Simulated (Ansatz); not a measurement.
Total energies of 1-ethyl-3-methylimidazolium bistriflimide (C₈H₁₁F₆N₃O₄S₂) from Ansatz at PBE-D4/def2-TZVP, gas phase (1 Eh = 27.2114 eV = 2625.5 kJ/mol). The reference geometry is relaxed at r2SCAN-D4/def2-SVP.

| state | geometry | energy (Eh) |
| --- | --- | --- |
| charge 0 singlet | reference | -2170.92152 |
| charge 1 doublet | reference | -2170.60227 |
| charge -1 doublet | reference | -2170.90267 |
| charge -1 doublet | relaxed at r2SCAN-D4/def2-SVP | -2170.93683 |

Single mean-field runs in def2-TZVP are fitted with def2-universal-jkfit.

Q: Work out the vertical ionisation energy to the doublet.

A: E(charge 1 doublet) − E(charge 0 singlet) = -2170.60227 − (-2170.92152) = 0.31925 Eh = 8.69 eV. For comparison, −ε of the highest occupied level is 6.25 eV at this level, 2.44 eV less.

Q: Work out the vertical electron affinity, to the doublet.

A: E(charge 0 singlet) − E(charge -1 doublet) = -2170.92152 − (-2170.90267) = -0.01885 Eh = -0.51 eV; negative, so the extra electron isn't bound. The basis lacks diffuse functions, which makes affinities too small.

Q: Give the fundamental gap IE − EA, the Mulliken electronegativity (IE + EA)/2 and the hardness (IE − EA)/2.

A: From the values in Eh: IE − EA = 0.31925 − (-0.01885) = 0.33810 Eh = 9.20 eV; (IE + EA)/2 = 4.09 eV; (IE − EA)/2 = 4.60 eV. The HOMO–LUMO gap of the same run is 4.21 eV, 4.99 eV smaller than the fundamental gap.

Q: How much does the charge -1 doublet relax, and what is the adiabatic electron affinity?

A: Relaxation: -2170.90267 − (-2170.93683) = 0.03416 Eh = 0.93 eV. Adiabatic electron affinity: 0.01531 Eh = 0.42 eV, without zero-point energy. 

At PBE-D4/def2-TZVP the highest occupied level of the charge -1 doublet lies above zero (up to 3.02 eV). By energy differences it is unbound by 0.51 eV (vertical, to the charge 0 singlet, at PBE-D4/def2-TZVP) and held by the finite basis. At PBE-D4/def2-TZVP the highest occupied level of the relaxed charge -1 doublet lies above zero (up to 1.28 eV). By energy differences its removal costs 0.42 eV (each at its own geometry, to the charge 0 singlet, at PBE-D4/def2-TZVP); self-interaction error and the lack of diffuse functions both raise the level. At PBE-D4/def2-TZVP the gap within one spin of the charge -1 doublet nearly closes, so an electron or hole may be smeared out by delocalisation error.
